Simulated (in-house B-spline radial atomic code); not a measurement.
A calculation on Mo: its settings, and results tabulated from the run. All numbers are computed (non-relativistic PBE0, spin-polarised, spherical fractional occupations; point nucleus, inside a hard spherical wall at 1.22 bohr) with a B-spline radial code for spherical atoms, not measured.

Command:
```bash
python run_scf.py task.json out
```
Settings:
```
Z                42
configuration    [Ar] 3d10 4s2 4p5 4d5 4f1 5s1
hamiltonian      nr
method           pbe0
spin_polarised   True
wall_radius      1.22
```

Output (hartree, bohr):
```
 radial grid: 38 intervals, B-splines of order 8, outer radius 1.22 bohr

 iter        energy (Eh)    residual
    1       -3865.752223    4.97e-01
    2       -3867.626102    1.48e-01
    3       -3867.846503    4.03e-02
    4       -3867.862543    1.12e-02
    5       -3867.863717    4.86e-03
    6       -3867.863965    3.03e-04
    7       -3867.863966    2.55e-06
    8       -3867.863966    1.21e-07

 total energy                     -3867.86397
 kinetic                            4262.5948
 electron-nucleus                  -9949.2753
 Hartree                            1954.2703
 exact exchange                      -33.0708
 exchange-correlation               -102.3829

 orbital      occ     eigenvalue          <r>       <r^2>       <1/r>       r_max
 1s up      1.000      -701.9548    0.0363092  0.00176451     41.4791     0.02401
 1s down    1.000      -701.8752    0.0363091  0.00176446     41.4786     0.02401
 2s up      1.000       -89.6987     0.159242   0.0298346     9.31967      0.1344
 2s down    1.000       -89.4146     0.159136   0.0297944     9.32643      0.1343
 2p up      3.000       -81.5700     0.136721   0.0228044     9.30629      0.1059
 2p down    3.000       -81.3265     0.136572   0.0227522     9.31471      0.1058
 3s up      1.000        -9.2383      0.45684    0.238806     3.11127      0.4024
 3s down    1.000        -9.0300       0.4561    0.237682     3.10806      0.4035
 3p up      3.000        -6.1346     0.455635    0.240749     2.99967      0.3925
 3p down    3.000        -5.9133     0.454742    0.239428     2.99778      0.3937
 3d up      5.000        -0.3892     0.442254     0.23273     2.79018      0.3394
 3d down    5.000        -0.0982     0.442937    0.232988     2.78089       0.343
 4s up      1.000         6.9239     0.745498    0.621078     1.97618      0.8508
 4s down    1.000         7.4689      0.74702    0.622795     1.96345      0.8503
 4p up      3.000         8.3522     0.736553    0.613319     1.97821      0.8563
 4p down    2.000         8.9670     0.737802    0.614638     1.96798      0.8556
 4d up      5.000        10.7007     0.709601    0.583948     1.95406      0.8578
 4f up      1.000        11.9968     0.761972    0.613487     1.40883      0.7953
 5s up      1.000        27.5958     0.709545    0.596365     2.36433       1.013
```

Cost of the run: 0.18 s on 1 thread of AMD EPYC 7R43 64-Core Processor (shared host).

Caution: exact exchange at fractional occupations of open shells leaves self-interaction of up to several eV.
